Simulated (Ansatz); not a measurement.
Cost and result up the ladder for AlCl2I (AlICl₂) (4 atoms). The state is a singlet with charge 0. Geometry: PBE0-D4/def2-SVP.

```xyz
4

Al    0.035    0.040   -0.059
Cl   -0.180    2.107   -0.212
Cl    1.180   -0.958   -1.486
I    -1.034   -1.189    1.757
```

Ansatz on 4 threads of Arm Neoverse V1 on a shared host. Times are rough, and most runs start from the orbitals of an earlier one. CAM-B3LYP-D4/def2-TZVP serves as the yardstick here, not as an exact answer. Differences are given only for rows in sets of like size (and for xTB, whose basis is part of the method), since another set adds its own error. Binding counts from free atoms at the same level (Al doublet, Cl doublet, I doublet; other spins of the atoms weren't run), without zero-point energy or a counterpoise term.

In the def2 sets I takes a core potential; there is no spin–orbit coupling. HSE06 is defined as in plane-wave codes, on full-range PBE exchange. Correlated methods freeze 19 core orbitals; core or outer-core shells of I are correlated, in sets that lack core-valence functions.

Correlated methods converge slowly with the basis.

```csv
level,functions,wall time
PBE-D4/def2-SVP,80,0.71 s
LDA (SPW92)/def2-TZVP,161,0.8 s
PBE0-D4/def2-SVP,80,1.1 s
PBE-D4/def2-TZVP,161,1.3 s
BLYP-D4/def2-TZVP,161,1.4 s
MP2/def2-TZVP,161,1.6 s
BHLYP-D4/def2-TZVP,161,2.2 s
HSE06-D4/def2-TZVP,161,2.3 s
CAM-B3LYP-D4/def2-TZVP,161,2.4 s
RPA@PBE/def2-TZVP,161,3.1 s
PBE0-D4/def2-TZVP (with forces),161,3.1 s
r2SCAN-D4/def2-TZVP,161,3.3 s
r2SCAN0-D4/def2-TZVP,161,4.1 s
CCSD(T)/def2-TZVPP,176,44 s
```

Problem. Estimate what each level gives for the binding energy per atom (eV).

Solution. 
```csv
level,binding energy per atom (eV),difference from CAM-B3LYP-D4/def2-TZVP (eV)
PBE-D4/def2-SVP,3.06,–
LDA (SPW92)/def2-TZVP,3.40,0.45
PBE0-D4/def2-SVP,3.03,–
PBE-D4/def2-TZVP,3.05,0.11
BLYP-D4/def2-TZVP,2.91,-0.04
MP2/def2-TZVP,3.12,0.17
BHLYP-D4/def2-TZVP,2.91,-0.04
HSE06-D4/def2-TZVP,3.04,0.09
CAM-B3LYP-D4/def2-TZVP,2.95,0.00
RPA@PBE/def2-TZVP,2.63,-0.31
PBE0-D4/def2-TZVP (with forces),3.03,0.09
r2SCAN-D4/def2-TZVP,3.09,0.15
r2SCAN0-D4/def2-TZVP,3.04,0.09
CCSD(T)/def2-TZVPP,2.94,0.00
```
